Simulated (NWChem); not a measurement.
System: C₂H₅FOSi; SMILES O[SiH2]/C=C/F

Parts of the log:

```
             Northwest Computational Chemistry Package (NWChem) 7.3.0
             --------------------------------------------------------

                             Geometry "geometry" -> ""
                             -------------------------

 Output coordinates in angstroms (scale by  1.889725989 to convert to a.u.)

  No.       Tag          Charge          X              Y              Z
 ---- ---------------- ---------- -------------- -------------- --------------
    1 O                    8.0000    -0.71719900    -2.30688200     0.29554800
    2 Si                  14.0000     0.44369900    -1.20322700    -0.17242600
    3 C                    6.0000    -0.23881300     0.50751800    -0.44050400
    4 C                    6.0000     0.19307000     1.53947600     0.28405100
    5 F                    9.0000    -0.25845000     2.79537700     0.11902900
    6 H                    1.0000    -1.21486500    -2.09060800     1.09642200
    7 H                    1.0000     1.53028100    -1.05922400     0.84136300
    8 H                    1.0000     0.98953500    -1.76805800    -1.42786300
    9 H                    1.0000    -0.99730500     0.70986200    -1.19650000
   10 H                    1.0000     0.94334400     1.49209400     1.07012800

 Effective nuclear repulsion energy (a.u.)     214.0556296389

                                 NWChem DFT Module
                                 -----------------

 Summary of "ao basis" -> "ao basis" (spherical)
 ------------------------------------------------------------------------------
       Tag                 Description            Shells   Functions and Types
 ---------------- ------------------------------  ------  ---------------------
 O                           6-31g*                  6       14   3s2p1d
 Si                          6-31g*                  8       18   4s3p1d
 C                           6-31g*                  6       14   3s2p1d
 F                           6-31g*                  6       14   3s2p1d
 H                           6-31g*                  2        2   2s

 in cosmo_initialize ...
 calling solv_data for solv:h2o

 solvent parameters
 solvname_short: h2o
 solvname_long:  water
 dielec:       78.4000
 dielecinf:     1.7769
 aqueous SMD model solvent descriptors
 dielec:       78.4000
 sola:          0.8200

          ---------------
          -cosmo- solvent
          ---------------
 Cosmo: York-Karplus, doi: 10.1021/jp992097l
 dielectric constant -eps-     =  78.40
 screen = (eps-1)/(eps    )    =   0.98724
 surface charge correction     = lagrangian

   van der Waals surface
 --------------------------

[...]

                                COSMO-SMD solvation results
                                ---------------------------

             internal energy in gas <Psi(g)|H|Psi(g)> =      -543.778852697530
         internal energy in solvent <Psi(s)|H|Psi(s)> =      -543.777168236153
                               delta internal energy  =         0.001684461377 (    1.06 kcal/mol)
   total free energy in solvent <Psi(s)|H+V/2|Psi(s)> =      -543.790842602542
 polarization energy contribution <Psi(s)|V/2|Psi(s)> =        -0.013674366389 (   -8.58 kcal/mol)
    total free energy in solvent including G(SMD-CDS) =      -543.783734829451
                       G(SMD-CDS) energy contribution =         0.007107773091 (    4.46 kcal/mol)
     1 M fixed-concentration free energy of solvation =        -0.004882131921 (   -3.06 kcal/mol)

                       DFT Final Molecular Orbital Analysis
                       ------------------------------------

 Vector   22  Occ=2.000000D+00  E=-3.324719D-01
              MO Center=  2.5D-01, -1.3D+00, -3.2D-01, r^2= 3.3D+00
   Bfn.  Coefficient  Atom+Function         Bfn.  Coefficient  Atom+Function
  ----- ------------  ---------------      ----- ------------  ---------------
     4      0.294831   1 O  py               80      0.291040   8 H  s
    22     -0.260012   2 Si py                8      0.219719   1 O  py
    79      0.220360   8 H  s                36      0.216354   3 C  py
    23     -0.205668   2 Si pz               78     -0.168644   7 H  s
     5      0.148001   1 O  pz                6     -0.135301   1 O  s

 Vector   23  Occ=2.000000D+00  E=-3.057850D-01
              MO Center= -2.7D-02, -1.3D+00,  2.2D-01, r^2= 3.1D+00
   Bfn.  Coefficient  Atom+Function         Bfn.  Coefficient  Atom+Function
  ----- ------------  ---------------      ----- ------------  ---------------
     3      0.327352   1 O  px               78     -0.293081   7 H  s
     5      0.267617   1 O  pz                7      0.258121   1 O  px
     9      0.212021   1 O  pz               36     -0.202355   3 C  py
     4     -0.191764   1 O  py               77     -0.192090   7 H  s
     8     -0.153788   1 O  py               21     -0.137288   2 Si px

 Vector   24  Occ=2.000000D+00  E=-2.694591D-01
              MO Center= -6.2D-02,  9.2D-01, -1.2D-01, r^2= 2.4D+00
   Bfn.  Coefficient  Atom+Function         Bfn.  Coefficient  Atom+Function
  ----- ------------  ---------------      ----- ------------  ---------------
    35      0.276881   3 C  px               37     -0.270195   3 C  pz
    49      0.248294   4 C  px               51     -0.235683   4 C  pz
    39      0.199738   3 C  px               41     -0.197801   3 C  pz
    63     -0.193162   5 F  px               65      0.184766   5 F  pz
    67     -0.153484   5 F  px               69      0.146461   5 F  pz

 Vector   25  Occ=0.000000D+00  E=-1.156602D-02
              MO Center=  1.1D-01,  4.0D-01, -3.6D-03, r^2= 3.8D+00
   Bfn.  Coefficient  Atom+Function         Bfn.  Coefficient  Atom+Function
  ----- ------------  ---------------      ----- ------------  ---------------
     6      0.362962   1 O  s                53     -0.346925   4 C  px
    55      0.338970   4 C  pz               49     -0.327501   4 C  px
    26      0.320963   2 Si py               51      0.307205   4 C  pz
    25      0.302886   2 Si px               41     -0.246020   3 C  pz
    39      0.237855   3 C  px               27     -0.217422   2 Si pz

 Vector   26  Occ=0.000000D+00  E= 5.359446D-02
              MO Center=  1.1D-01, -8.3D-01, -7.9D-03, r^2= 5.2D+00
   Bfn.  Coefficient  Atom+Function         Bfn.  Coefficient  Atom+Function
  ----- ------------  ---------------      ----- ------------  ---------------
     6      0.727188   1 O  s                25      0.658433   2 Si px
    26      0.647517   2 Si py               41      0.388815   3 C  pz
    39     -0.346703   3 C  px               52     -0.291487   4 C  s
    76     -0.274485   6 H  s                53      0.248458   4 C  px
    27     -0.212128   2 Si pz               35     -0.204552   3 C  px

 Vector   27  Occ=0.000000D+00  E= 7.730544D-02
              MO Center=  4.0D-01, -1.3D+00, -5.9D-02, r^2= 4.9D+00
   Bfn.  Coefficient  Atom+Function         Bfn.  Coefficient  Atom+Function
  ----- ------------  ---------------      ----- ------------  ---------------
    26      1.095394   2 Si py               38     -1.007559   3 C  s
    25     -0.881256   2 Si px               40      0.469532   3 C  py
    80      0.394868   8 H  s                24      0.386655   2 Si s
    52     -0.371135   4 C  s                78      0.236858   7 H  s
    82      0.237406   9 H  s                 8     -0.218601   1 O  py

     Multipole analysis of the density
     ---------------------------------

     L   x y z        total         alpha         beta         nuclear
     -   - - -        -----         -----         ----         -------
     0   0 0 0     -0.000000    -24.000000    -24.000000     48.000000

     1   1 0 0     -0.052975      0.800574      0.800574     -1.654123
     1   0 1 0      0.304085      0.696105      0.696105     -1.088125
     1   0 0 1      0.685948     -0.097817     -0.097817      0.881582

     2   2 0 0    -25.935191    -39.249778    -39.249778     52.564366
     2   1 1 0      1.186197      0.263363      0.263363      0.659471
     2   1 0 1     -0.588062      2.095127      2.095127     -4.778316
     2   0 2 0    -34.043349   -303.213273   -303.213273    572.383197
     2   0 1 1     -1.536398     -4.010140     -4.010140      6.483881
     2   0 0 2    -24.777605    -29.202292    -29.202292     33.626979
```

Level: B3LYP/6-31G* (spherical d), SMD on the gas-phase geometry. Geometry: optimised at B3LYP/6-31G* (spherical d). B3LYP is NWChem's, with the RPA form of VWN correlation. Solvent: water.

Q: Write an input that gives this output.

A: Several could match; the one computed here: the input that was run:
```
start job
memory heap 200 mb stack 900 mb global 1100 mb
geometry units angstroms noautosym nocenter noautoz
  O     -0.717199    -2.306882     0.295548
  Si     0.443699    -1.203227    -0.172426
  C     -0.238813     0.507518    -0.440504
  C      0.193070     1.539476     0.284051
  F     -0.258450     2.795377     0.119029
  H     -1.214865    -2.090608     1.096422
  H      1.530281    -1.059224     0.841363
  H      0.989535    -1.768058    -1.427863
  H     -0.997305     0.709862    -1.196500
  H      0.943344     1.492094     1.070128
end
basis spherical
  * library 6-31g*
end
dft
  xc b3lyp
  iterations 150
end
cosmo
  do_cosmo_smd true
  solvent water
end
task dft energy
```
